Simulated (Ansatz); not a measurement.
Species: [Ti(SH)4] (charge 0, multiplicity 1).

Q: Give a relaxed geometry from PBE-D3(BJ)/def2-SVP (Ansatz, a program for electronic structure).

A: One answer among several that fit: the end point of this relaxation, one of several conformers.
Cartesian coordinates (Å) in one orientation:
```xyz
9

Ti     0.131     0.023    -0.013
S     -0.621     0.555     2.076
H     -1.681    -0.285     1.875
S      1.730    -1.605     0.063
H      1.951    -1.285     1.374
S      0.960     1.967    -0.877
H      1.972     1.246    -1.449
S     -1.543    -0.823    -1.314
H     -1.706     0.421    -1.858
```
